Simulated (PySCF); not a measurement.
Isomers C6H11FOSi:

A. SMILES C=C(C)[SiH2][C@H](F)C(C)=O
B. SMILES C=C(C)C[SiH2]O/C=C/F
C. SMILES C=C(C)[C@@]1(F)[SiH2][C@@H]1OC
D. SMILES CO[SiH2]/C=C/C=C(\C)F

Spectrum 1. 1H NMR (400 MHz, computed): δ 7.16 (m, 1H), 7.08 (m, 1H), 5.07 (m, 1H), 5.01 (m, 1H), 4.96 (t, 2H), 2.24 (t, 2H), 1.81 (s, 3H). 13C{1H} NMR (computed): δ 147.9 (C), 147.5 (CH), 142.0 (CH), 116.9 (CH2), 30.1 (CH2), 28.0 (CH3).

Spectrum 2. 1H NMR (400 MHz, computed): δ 6.99 (m, 1H), 6.12 (m, 1H), 5.43 (m, 1H), 5.15 (d, 2H), 3.91 (s, 3H), 2.20 (m, 3H). 13C{1H} NMR (computed): δ 173.7 (C), 148.5 (CH), 127.7 (CH), 118.9 (CH), 54.2 (CH3), 17.0 (CH3).

Spectrum 3. 1H NMR (400 MHz, computed): δ 6.24 (br s, 1H), 5.71 (br s, 1H), 5.40 (m, 1H), 4.57 (m, 1H), 4.29 (m, 1H), 2.28 (s, 3H), 2.21 (s, 3H). 13C{1H} NMR (computed): δ 215.9 (C), 148.8 (C), 139.1 (CH2), 99.9 (CH), 31.8 (CH3), 28.8 (CH3).

Spectrum 4. 1H NMR (400 MHz, computed): δ 4.65 (m, 1H), 3.84 (m, 1H), 3.62 (s, 3H), 3.59 (m, 1H), 3.57 (m, 1H), 2.80 (m, 1H), 2.24 (s, 3H). 13C{1H} NMR (computed): δ 161.9 (C), 103.6 (CH2), 90.3 (C), 75.2 (CH), 64.3 (CH3), 22.7 (CH3).

- geometry from GFN2-xTB
- shieldings: GIAO PBE0/pcSseg-1
- program: PySCF 2.14.0 with density-fitted response routines
- relativity neglected, averaged over atoms made equivalent by symmetry, fast rotation or ring inversion, single conformer, no solvent model

Referencing at the same level of theory: 1H (σref 31.72), 13C (σref 186.93) against TMS. Splittings of carbon signals by F and P are missing where no couplings were computed. Where no couplings were computed, multiplicities follow the n + 1 count of equivalent neighbours, and m marks all less simple cases (inequivalent or close neighbours, rings, F or P nearby). Shifts are as computed. Against solution values, carbons near 30 ppm lie about +3 ppm off and those near 130 ppm about +5 ppm. Of 1211 compounds with measured shifts, 218 miss one by over three times the rms of a fit or turn the order of signals round; such compounds aren't used in these exercises.

Q: Which spectrum belongs to which compound?

A: 1–B, 2–D, 3–A, 4–C.

- Spectrum 1 (B): 6 13C signals; δC 147.9 is a fully substituted alkene carbon; δC 142.0 is an alkene carbon bearing oxygen.
- Spectrum 2 (D): 6 13C signals; δC 148.5 is an alkene CH; δC 127.7 is an alkene CH.
- Spectrum 3 (A): 6 13C signals; δC 215.9 is a ketone carbonyl carbon; δC 148.8 is a fully substituted alkene carbon.
- Spectrum 4 (C): 6 13C signals; δC 161.9 is a fully substituted alkene carbon; δC 103.6 is a terminal =CH2 carbon.
